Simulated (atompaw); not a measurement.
**Nb: variants of one PAW (atompaw) potential**

Base potential:

Nb, PAW, made with atompaw 4.2.0.5 (PBE, scalar-relativistic). Core [Ar] 3d10, reference 4s2 4p6 4d4 5s0 5p1. Waves: 4s (bound): rc 1.45 bohr; 5s (bound, empty): rc 2.05 bohr; 4p (bound): rc 1.65 bohr; 5p (bound): rc 2.25 bohr; 4d (bound): rc 2.25 bohr; 4d channel at 3.9 Ry: rc 2.25 bohr. Local part: vpsmatchnc scheme with l = 3 at 1 Ry, radius 1.65 bohr. Core correction: smooth core density matched at 2.20 bohr. Augmentation charge: sinc compensation charge, radius 1.80 bohr; PAW radius 2.25 bohr; waves and projectors: custom polynom vanderbiltortho.

All-electron outer shells of the reference configuration (PBE, scalar-relativistic, ld1.x):

| shell | level (eV) | outermost node (bohr) | outermost maximum (bohr) |
| --- | --- | --- | --- |
| 3p | -348.05 | 0.17 | 0.39 |
| 3d | -197.50 | – | 0.33 |
| 4s | -59.64 | 0.53 | 1.04 |
| 4p | -35.78 | 0.54 | 1.12 |
| 5s | -4.79 | 1.40 | 3.04 |
| 4d | -4.18 | 0.55 | 1.49 |
| 5p | -1.75 | 1.62 | 4.15 |

Cutoffs, loose and tight: the cutoffs (Ry, on a coarse ladder) from which the occupation-weighted sum of valence levels, in a spherical-Bessel basis at the reference potential, stays within 10 and 1 mRy of its value at 400 Ry. They see the waves, projectors and local potential, not the compensation charge or the core. A dash means not determined.

A true bound ghost makes a file unfit for plane-wave use even where its test errors are small: the radial tests pick states by their node count and pass the ghost by.

| change | outcome | cutoff, loose | cutoff, tight | bound ghosts |
| --- | --- | --- | --- | --- |
| base | generated | 30 Ry | 45 Ry | s |
| core [Ar] 3d10 4s2, valence charge 11; reference 4p6 4d4 5s0 5p0; waves now 5s (bound): rc 2.70 bohr; 5s channel at -0.1 Ry: rc 2.70 bohr; 4p (bound): rc 2.05 bohr; 5p (bound): rc 2.70 bohr; 4d (bound): rc 2.70 bohr; 4d channel at 0.15 Ry: rc 0.50 bohr; local potential vpsmatchnc scheme with l = 3 at 1 Ry, radius 2.65 bohr; core correction smooth core density matched at 2.60 bohr; augmentation sinc compensation charge, radius 2.60 bohr; PAW radius 2.70 bohr; waves and projectors: custom polynom vanderbiltortho | failed: atompaw: The overlap operator has at least one negative eigenvalue! | – | – | – |
| wave 4s (bound): rc 1.45 bohr becomes 4s (bound): rc 1.52 bohr | generated | 25 Ry | 45 Ry | s |
| wave 4s (bound): rc 1.45 bohr becomes 4s (bound): rc 1.46 bohr | generated | 25 Ry | 45 Ry | s |
| functional PBEsol | generated | 30 Ry | 45 Ry | s |
| core correction smooth core density matched at 0.98 bohr | generated | 30 Ry | 45 Ry | s |
| wave 4d channel at 3.9 Ry: rc 2.25 bohr becomes 4d channel at 2.48 Ry: rc 2.25 bohr | generated | 30 Ry | 45 Ry | s |
| augmentation sinc compensation charge, radius 1.80 bohr; PAW radius 2.25 bohr; waves and projectors: custom rrkj vanderbiltortho | failed: atompaw: The overlap operator has at least one negative eigenvalue! | – | – | – |
| augmentation sinc compensation charge, radius 1.56 bohr; PAW radius 2.25 bohr; waves and projectors: custom polynom vanderbiltortho | generated | 30 Ry | 45 Ry | s |

Q: What comes out with this change to the base: local potential vpsmatchnc scheme with l = 3 at 1 Ry, radius 1.14 bohr?

A: outcome: generated; cutoff, loose: 45 Ry; cutoff, tight: 50 Ry; bound ghosts: s.

Q: What comes out with this change to the base: all radii scaled by about 1.11 (s 1.62, p 1.84, d 2.50 bohr); local potential vpsmatchnc scheme with l = 3 at 1 Ry, radius 1.84 bohr; augmentation sinc compensation charge, radius 2.00 bohr; PAW radius 2.50 bohr; waves and projectors: custom polynom vanderbiltortho; core correction smooth core density matched at 2.44 bohr?

A: outcome: generated; cutoff, loose: 25 Ry; cutoff, tight: 40 Ry; bound ghosts: s.
